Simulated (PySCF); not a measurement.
Ge(CF3)2(Me)2, SMILES [CH3][Ge]([CH3])([C](F)(F)F)[C](F)(F)F (C4H6F6Ge) at its GFN2-xTB optimised geometry (Å):

```
17

C     -1.0423     1.7872     0.0000
Ge    -0.4286    -0.0948     0.0000
C     -1.0405    -1.3337     1.4175
C     -0.9054    -0.9118    -1.8007
F     -0.2278    -2.0392    -2.0583
F     -2.2141    -1.2293    -1.8522
F     -0.6779    -0.0694    -2.8201
C      1.6054    -0.0948     0.0000
F      2.0853     0.6610     1.0073
F      2.1276     0.3992    -1.1313
F      2.1161    -1.3239     0.1700
H     -0.6450     2.3068    -0.8703
H     -2.1276     1.8316    -0.0332
H     -0.6990     2.2944     0.8979
H     -0.7765    -0.9469     2.3981
H     -0.5699    -2.3068     1.2879
H     -2.1193    -1.4567     1.3691
```

Level of theory: CAM-B3LYP/def2-SVP run with PySCF. Cells within 0.4 Å of a nucleus heavier than hydrogen are left out (blank, or x).

Map of the Laplacian of the electron density (e/bohr⁵) on the plane z = 0.8 Å:

```
|6666666666666666666666666666666|
|6666666666666666666666666666666|
|6666666666666666666666666666666|
|6666666666666666666666666666666|
|6666666666666666666666666666666|
|6666666666666666666666666666666|
|6666666666666666666666666666666|
|6666666666663066666666666666666|
|6666666666662266666666666666666|
|6666666666665566666666666666666|
|6666666666666666666667776666666|
|6666666666666666666689998666666|
|6666666666666666666796x79766666|
|666666666666666666679xxx9766666|
|6666666666666776666797599666666|
|6666666666666897666678997666666|
|6666666666666786666667776666666|
|6666666666665666666667776666666|
|6666666666655566666678987666666|
|6666666666665566666679997666666|
|6666666666666666666679997666666|
|6666666666666666666668886666666|
|6666666666666666666666666666666|
|6666666666666666666666666666666|
|6666666666666666666666666666666|
|6666666666666666666666666666666|
|6666666666666666666666666666666|
|6666666666666666666666666666666|
|6666666666666666666666666666666|
|6666666666666666666666666666666|
|6666666666666666666666666666666|
```
Scale: ten equal steps from -1.39 (start of '0') to 0.884 (end of '9'), in the order '0123456789'; x runs from -4.50 to 4.50, y from -4.50 (bottom) to 4.50 (top).
